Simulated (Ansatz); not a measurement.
`OC(F)O[SiH3]` + H₂Te → `OC(F)[TeH]` + silanol at 400 K and 1 bar (substitution at a C–O bond).

Gas-phase electronic energies from Ansatz, PBE0-D4/def2-TZVP geometries. CBS: MP2 limit from def2 TZ/QZ plus the TZ coupled-cluster correction, frozen cores. def2 core potentials past Kr. For Te outer-core shells are correlated without core-valence functions, which leaves a few kJ/mol of doubt a bond. Each species was taken in one conformer, which may not be the lowest.

```tsv
species	CCSD(T)/CBS energy (Eh)	H − E (kJ/mol)	S (J/(mol·K))
`OC(F)O[SiH3]`	-580.31141	201.7	370.8
H₂Te	-268.91024	45.0	239.1
`OC(F)[TeH]`	-482.52376	133.6	346.8
`O[SiH3]`	-366.69042	120.0	276.4
```

H − E and S are ideal-gas, rigid-rotor, harmonic terms from PBE0-D4/def2-TZVP, for one conformer and one mirror image of each species. 1 Eh = 2625.50 kJ/mol, R = 8.31446 J/(mol·K).

Q: By hand: ΔE, ΔH, ΔS and ΔG.

A: ΔE = (-482.52376) + (-366.69042) − (-580.31141) − (-268.91024) = 0.00747 Eh = 19.6 kJ/mol. Δ(H − E) = 133.6 + 120.0 − 201.7 − 45.0 = 6.9, so ΔH = 26.5 kJ/mol. ΔS = 346.8 + 276.4 − 370.8 − 239.1 = 13.3 J/(mol·K). ΔG = 26.5 − 400 × (13.3)/1000 = 21.2 kJ/mol.

Q: By hand: the equilibrium constant, and the temperature at which ΔG would vanish if ΔH and ΔS stayed fixed.

A: log₁₀ K = −ΔG/(RT ln 10) = -2.8. ΔG = 0 at ΔH/ΔS = 1992 K, though so small a ΔS makes that figure unsure.

The number of gas molecules stays the same, so ΔS is small and ΔH decides. A doubt of 5 kJ/mol in ΔE shifts log₁₀ K by 0.7 here. Other conformers and mirror images would add mixing entropy, several J/(mol·K) or more a flexible species. Modes under 60 cm⁻¹, often nearly free rotors, make the harmonic entropy too high. These are equilibria of isolated gas molecules and say nothing of rates. Largest T1 diagnostic: 0.012 (customary marks: 0.02 for closed shells, 0.045 for open ones).
